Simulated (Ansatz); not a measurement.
`N[SiH2][SiH2]N`, relaxed with RKS PBE0-D4/def2-TZVP in the Gaussian-basis code of Ansatz from a PBE-D4/def2-SVP geometry. The force threshold is 0.005 eV/Å; the program also tests the step.

Total charge 0; spin multiplicity 1.

Start:

```xyz
12

N    -0.211    0.437    1.736
Si   -0.946   -0.782    0.699
Si    0.151   -0.364   -1.355
N     1.195    0.985   -0.920
H     0.813    0.481    1.674
H    -0.507    0.507    2.714
H    -0.799   -2.232    1.126
H    -2.429   -0.511    0.639
H    -0.839   -0.135   -2.483
H     1.028   -1.508   -1.798
H     0.723    1.737   -0.405
H     1.819    1.386   -1.628
```

Q: By how much does the energy fall, and how many steps does the optimiser take? (Estimate.)

A: Computed: 0.07 eV, in 8 steps.

Q: Which bonds change most? (An estimate is asked.)

A: Computed: N1–Si2 from 1.761 to 1.729 Å; Si3–N4 from 1.761 to 1.729 Å; Si3–H9 from 1.519 to 1.497 Å; Si2–H7 from 1.519 to 1.497 Å.

Q: Give the relaxed structure. (An estimate is asked.)

A: Ansatz gave: 
```xyz
12

N    -0.203    0.352    1.812
Si   -0.936   -0.752    0.701
Si    0.171   -0.352   -1.334
N     1.160    1.031   -1.020
H     0.801    0.446    1.785
H    -0.543    0.420    2.759
H    -0.856   -2.200    1.071
H    -2.389   -0.430    0.632
H    -0.813   -0.209   -2.453
H     1.070   -1.475   -1.724
H     0.749    1.792   -0.501
H     1.788    1.378   -1.728
```
